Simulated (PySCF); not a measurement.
C₄H₅BO₂, SMILES C#CB(O)C(C)=O. Atoms are numbered in the order given.

```xyz
12

C      2.7599     0.3461    -0.6652
C      1.6450    -0.0724    -0.3899
B      0.2287    -0.5656    -0.0867
O     -0.1124    -1.8786    -0.1020
C     -0.9089     0.4678     0.3609
C     -2.0407     0.8897    -0.5357
O     -0.8011     0.8589     1.5148
H      3.7417     0.7176    -0.9007
H      0.6429    -2.4617    -0.2628
H     -2.7001     1.6018    -0.0184
H     -1.6386     1.3414    -1.4589
H     -2.6132    -0.0006    -0.8480
```

Geometry: r2SCAN-D4/def2-SVP. The structure was generated by enumeration, and PubChem lists no compound with its InChIKey, so it may never have been made. The values are those of a single conformer.

Level of theory: PBE0/pcSseg-1 (PySCF).

GIAO shieldings, no solvent; atoms alike by connectivity are averaged. δ = σ(ref) − σ: ¹³C against TMS (σ = 186.3 ppm); ¹¹B against BF3 (σ = 88.8 ppm); ¹⁷O against H2O (σ = 334.2 ppm); ¹H against TMS (σ = 31.56 ppm), references at their B3LYP-D3(BJ)/def2-TZVP geometries, non-relativistic.

| atoms | nucleus | count | δ (ppm) |
|---|---|---|---|
| C5 | ¹³C | 1 | 240.1 |
| C1 | ¹³C | 1 | ___ |
| C2 | ¹³C | 1 | 90.9 |
| C6 | ¹³C | 1 | ___ |
| B3 | ¹¹B | 1 | ___ |
| O7 | ¹⁷O | 1 | 797.0 |
| O4 | ¹⁷O | 1 | ___ |
| H9 | ¹H | 1 | 6.03 |
| H8 | ¹H | 1 | 3.18 |
| H10, H11, H12 | ¹H | 3 | ___ |

Problem. Fill in the missing entries. (An estimate is asked for; the answer gives what the named calculation found.)

Solution. 
- O4, δ (ppm): 183.9
- B3, δ (ppm): 16.5
- C1, δ (ppm): 107.2
- C6, δ (ppm): 36.1
- H10, H11, H12, δ (ppm): 2.62
